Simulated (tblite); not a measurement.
Species: C₅H₁₂NP.
Cartesian coordinates in Å at the GFN2-xTB level; atoms count from 1:
```xyz
19
C5H12NP angstrom
C      2.1681   -0.4433    0.5082
C      1.3274    0.8224    0.6722
C      0.1673    0.8540   -0.2910
P      0.2711    2.0877   -1.4676
N     -0.7786   -0.1173   -0.1893
C     -1.0864   -0.8148    1.0355
C     -1.7353   -0.3468   -1.2407
H      1.5954   -1.3351    0.7493
H      2.5124   -0.5244   -0.5201
H      3.0370   -0.4032    1.1611
H      0.9943    0.9229    1.7090
H      1.9518    1.6930    0.4537
H     -0.9479    1.8799   -2.1055
H     -0.4602   -0.4775    1.8539
H     -0.9477   -1.8931    0.9073
H     -2.1316   -0.6369    1.3102
H     -1.2462   -0.2449   -2.2102
H     -2.1196   -1.3632   -1.1498
H     -2.5810    0.3498   -1.1936
```

Computed with GFN2-xTB (tblite): harmonic, unscaled wavenumbers at the GFN2-xTB geometry, gas phase. Against measured fundamentals such values can be off by several per cent, at times by over 20. Modes of hydrogen on phosphorus can be 10 to 20 % off. One conformer, not necessarily the lowest.

Harmonic wavenumbers (cm⁻¹): 69.1, 94.9, 108.3, 186.5, 197.0, 200.7, 233.7, 290.0, 366.6, 414.1, 454.3, 494.6, 532.1, 678.4, 812.2, 880.5, 965.6, 1003.5, 1050.4, 1062.3, 1077.2, 1089.3, 1105.3, 1171.3, 1188.9, 1235.8, 1261.9, 1325.5, 1401.0, 1408.4, 1410.3, 1450.4, 1470.8, 1476.7, 1485.3, 1496.7, 1498.3, 1503.8, 1506.2, 2283.5, 2907.8, 2923.6, 2935.8, 2950.7, 2969.5, 2994.1, 2999.0, 3033.2, 3039.4, 3046.2, 3078.3.

A = 2209, B = 2051, C = 1209 MHz; mass 117.071 u (most abundant isotopes); point group C1, symmetry number 1.

Problem. Zero-point energy?

Solution. ½Σν̃ = 35410 cm⁻¹ = 423.59 kJ/mol.

Problem. What is S at 350 K and 1 bar for an ideal gas of classical rigid rotors and harmonic oscillators?

Solution. Translation 171.59, rotation 121.09, vibration 131.12: S = 423.8 J/(mol K).

Problem. And Cp and H(350 K) − H(0)?

Solution. Cp = 169.12 J/(mol K), of which vibrations give 135.86 (their classical limit is 51 R = 424.0); H(350 K) − H(0) = 36.16 kJ/mol without the zero-point energy, 24.52 from vibrations.

Problem. Blend soft modes into free rotors: weight 1/[1 + (100 cm⁻¹/ν̃)⁴] for the oscillator and the rest for a rotor with moment μB/(μ + B), μ = h/(8π²ν), B = 10⁻⁴⁴ kg m². What vibrational entropy results?

Solution. 124.21 J/(mol K) in place of 131.12, which changes −T·S at 350 K by +2.42 kJ/mol.

Problem. What must be added to the electronic energy to get the Gibbs energy at 350 K and 1 bar?

Solution. ZPE + [H(350 K) − H(0)] − T·S = 423.59 + 36.16 − 148.33 = 311.42 kJ/mol.

Hindered rotation and anharmonicity are outside this model. Other conformers, if any are populated, would add a mixing term that is left out. The structure is chiral; the term R ln 2 for an equal mix with its mirror image is left out.

Hardware: an x86-64 server with one thread (shared host). This covers the Hessian and the dipole derivatives.
